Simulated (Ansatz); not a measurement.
Molecular dynamics of Si$_{16}$O

The input (input.yaml):

```yaml
accuracy: low
crystal:
  lattice:
    - [0.0, 5.43, 5.43]
    - [5.43, 0.0, 5.43]
    - [5.43, 5.43, 0.0]
  atoms:
    - { symbol: Si, position: [-0.00209203, -0.00862468, -0.00211288] }
    - { symbol: Si, position: [0.11919078, 0.12071712, 0.12227359] }
    - { symbol: Si, position: [-0.00210576, -0.00143085, 0.49664626] }
    - { symbol: Si, position: [0.12609225, 0.11961788, 0.62215255] }
    - { symbol: Si, position: [-0.00516106, 0.49482407, 0.01235723] }
    - { symbol: Si, position: [0.08061417, 0.61623483, 0.17815063] }
    - { symbol: Si, position: [-0.03169256, 0.49052635, 0.5503707] }
    - { symbol: Si, position: [0.12083078, 0.62460609, 0.63696232] }
    - { symbol: Si, position: [0.49326709, -0.00170336, -0.02036143] }
    - { symbol: Si, position: [0.62692692, 0.14954274, 0.06821649] }
    - { symbol: Si, position: [0.50073387, 0.0385066, 0.44036681] }
    - { symbol: Si, position: [0.62387372, 0.12476757, 0.60411804] }
    - { symbol: Si, position: [0.4521793, 0.50551103, 0.04373772] }
    - { symbol: Si, position: [0.62123534, 0.62238687, 0.12332806] }
    - { symbol: Si, position: [0.49682436, 0.49849688, 0.49327035] }
    - { symbol: Si, position: [0.61200543, 0.66723351, 0.57522899] }
    - { symbol: O, position: [0.4290207, 0.68598954, 0.80982806] }
magnetization:
  spin_polarized: true
basis:
  ecutwfc: 420.0
kpoints:
  mp_grid: { grid: [2, 2, 2] }
hamiltonian:
  xc: pbesol
  pseudopotentials: { kind: paw, azcp: { folder: soft_1 } }
scf:
  occupations: { method: fermi_dirac, width: 0.002 }
  lower_state_search: "off"
  max_iter: 95
md:
  timestep: 1
  n_steps: 180
  ensemble: nvt_nose_hoover
  temperature: 1500.0
  initial_velocities: maxwell_boltzmann
  seed: 209303
  nose_hoover: { tau: 50.0, chain_length: 5 }
```

Command:

```bash
$ ansatz run input.yaml --threads 1 --pin off --max-ram 3072MiB --backend cpu --events-out ev --progress --plain --runs-dir out
```

It starts from a relaxed structure.

Output, in part (step lines):

```
md step     0: t =     0.00 fs  T =  1500.0 K  F+E_penalty+E_count = -10503.38398342 eV  E_kin = 3.102240 eV  conserved = -10500.28174345 eV  (12 SCF iters)
md step     1: t =     1.00 fs  T =  1492.3 K  F+E_penalty+E_count = -10503.36807563 eV  E_kin = 3.086361 eV  conserved = -10500.28171623 eV  (6 SCF iters)
md step     2: t =     2.00 fs  T =  1470.2 K  F+E_penalty+E_count = -10503.32221754 eV  E_kin = 3.040610 eV  conserved = -10500.28162656 eV  (6 SCF iters)
md step     3: t =     3.00 fs  T =  1434.4 K  F+E_penalty+E_count = -10503.24786165 eV  E_kin = 2.966472 eV  conserved = -10500.28147529 eV  (6 SCF iters)
md step     4: t =     4.00 fs  T =  1386.0 K  F+E_penalty+E_count = -10503.14743397 eV  E_kin = 2.866422 eV  conserved = -10500.28126719 eV  (6 SCF iters)
md step     5: t =     5.00 fs  T =  1326.7 K  F+E_penalty+E_count = -10503.02424796 eV  E_kin = 2.743827 eV  conserved = -10500.28101125 eV  (6 SCF iters)
md step     6: t =     6.00 fs  T =  1258.5 K  F+E_penalty+E_count = -10502.88235791 eV  E_kin = 2.602797 eV  conserved = -10500.28071939 eV  (6 SCF iters)
md step     7: t =     7.00 fs  T =  1183.6 K  F+E_penalty+E_count = -10502.72635916 eV  E_kin = 2.447975 eV  conserved = -10500.28040680 eV  (6 SCF iters)
[... lines left out ...]
md step   180: t =   180.00 fs  T =  1956.5 K  F+E_penalty+E_count = -10501.36090073 eV  E_kin = 4.046453 eV  conserved = -10500.27936979 eV  (6 SCF iters)
```

The steps, from the saved trajectory:

```
time (fs)  T (K)  potential energy less start (eV)  conserved less start (meV/atom)
      0.0   1500                             0.000                             0.00
      6.0   1259                             0.502                             0.06
     12.0    791                             1.480                             0.16
     18.0    517                             2.072                             0.19
     24.0    590                             1.963                             0.16
     30.0    864                             1.481                             0.10
     36.0   1099                             1.141                             0.09
     42.0   1172                             1.170                             0.09
     48.0   1049                             1.601                             0.11
     54.0    772                             2.311                             0.15
     60.0    502                             2.961                             0.20
     66.0    447                             3.139                             0.20
     72.0    605                             2.881                             0.13
     78.0    716                             2.732                             0.15
     84.0    810                             2.629                             0.19
     90.0    992                             2.356                             0.14
     96.0   1098                             2.261                             0.13
    102.0   1000                             2.586                             0.16
    108.0    811                             3.088                             0.20
    114.0    673                             3.468                             0.21
    120.0    634                             3.643                             0.24
    126.0    845                             3.317                             0.25
    132.0   1317                             2.499                             0.17
    138.0   1738                             1.819                             0.14
    144.0   1889                             1.678                             0.13
    150.0   1716                             2.153                             0.17
    156.0   1346                             2.991                             0.21
    162.0   1049                             3.660                             0.31
    168.0   1255                             3.297                             0.26
    174.0   1752                             2.356                             0.12
    180.0   1957                             2.023                             0.14
```

The run went to its last step. The conserved energy stayed within 0.33 meV per atom of its start (net change 0.14 meV per atom), so the integration is sound. The mean temperature of the second half is 17 % below the set value. A run of 0.18 ps of so small a system gives no equilibrium averages. The smearing is very narrow for this mesh. Limits of this set-up: PAW files made for another functional, low accuracy level.

Mean squared displacements from the first frame to the last, about the centre of mass: Si 0.10 Å², O 0.40 Å².

Last frame:

```xyz
17
Lattice="0.0000 5.4300 5.4300 5.4300 0.0000 5.4300 5.4300 5.4300 0.0000" Properties=species:S:1:pos:R:3
Si 0.141 0.077 -0.509
Si 1.260 1.347 1.102
Si 2.761 2.913 0.240
Si 4.378 4.330 1.370
Si 2.644 0.046 2.689
Si 4.111 1.440 3.761
Si 5.561 2.668 2.481
Si 6.744 4.012 4.051
Si -0.179 2.520 2.662
Si 1.381 3.849 3.951
Si 2.894 5.293 2.873
Si 4.083 6.682 4.292
Si 2.708 2.676 5.258
Si 3.865 3.939 6.843
Si 5.502 4.940 5.807
Si 6.765 6.448 7.055
O 7.620 6.575 5.700
```

Run time: 16 min on 1 thread of Arm Neoverse V2, on a shared host, peak memory 0.62 GiB.
